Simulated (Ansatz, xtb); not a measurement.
# Relative energy of two isomers of C3H11FSSi2

We compare a, `CS[Si@H](F)CC[SiH3]`, a singlet, with b, `CC(C)(F)[SiH2]S[SiH3]`, a singlet. Both are isolated molecules in the gas phase, relaxed with PBE0-D3(BJ)/def2-SVP; each stands in its lowest conformer found.

Quicker runs give these differences E(b) − E(a): GFN2-xTB +7.9 kcal/mol; HF/STO-3G +10.1 kcal/mol (at GFN2-xTB geometries); r2SCAN-D4/def2-SVP +24.4 kcal/mol (at GFN2-xTB geometries).

**Question.** Estimate E(b) − E(a) at the level CCSD(T)/def2-SVP + ΔMP2/def2-TZVPP.

**Answer.** Calculated at CCSD(T)/def2-SVP + ΔMP2/def2-TZVPP: E(b) − E(a) = +31.0 kcal/mol, so structure a lies lower.

How the difference moves with the method:

```
                             level              geometry  E(b) − E(a) (kcal/mol)  departure from the last row (kcal/mol)  job, with rough time for the two
                          GFN2-xTB              GFN2-xTB                      +7.9                                   −23.1              optimisation, 0.31 s
                         HF/STO-3G              GFN2-xTB                     +10.1                                   −20.9              single point, 0.68 s
                r2SCAN-D4/def2-SVP              GFN2-xTB                     +24.4                                    −6.6               single point, 4.6 s
              PBE0-D3(BJ)/def2-SVP  PBE0-D3(BJ)/def2-SVP                     +23.6                                    −7.4                optimisation, 92 s
                       HF/def2-SVP  PBE0-D3(BJ)/def2-SVP                     +26.7                                    −4.3           part of the CCSD(T) run
                      MP2/def2-SVP  PBE0-D3(BJ)/def2-SVP                     +27.3                                    −3.7           part of the CCSD(T) run
                  CCSD(T)/def2-SVP  PBE0-D3(BJ)/def2-SVP                     +24.9                                    −6.0                      single point
CCSD(T)/def2-SVP + ΔMP2/def2-TZVPP  PBE0-D3(BJ)/def2-SVP                     +31.0                                                        single point, 83 s
```

As drawn, b has 1 C–C, 1 C–F, 1 S–Si, 1 Si–H in place of 1 C–S, 1 F–Si, 1 C–Si, 1 C–H.

The levels shown agree on the order. The largest departure from CCSD(T)/def2-SVP + ΔMP2/def2-TZVPP is that of GFN2-xTB, 23.1 kcal/mol. The last row adds to CCSD(T) the change of the MP2 difference between the two basis sets, here +6.0 kcal/mol, a large step that makes the value less sure.

With thermal terms from frequencies at re-optimised GFN2-xTB minima (ideal gas, soft modes damped towards free rotors, one conformer each, 298.15 K, 1 atm): the zero-point term adds −0.9 kcal/mol; ΔH is +29.9 and ΔG +31.1 kcal/mol.

The correlated steps freeze 19 core orbitals. Mirror images aren't counted in ΔG. Run with Ansatz 0.2.0, xtb 6.7.1; the last row on 2 threads of Intel(R) Xeon(R) 6975P-C (Granite Rapids) on a shared host.
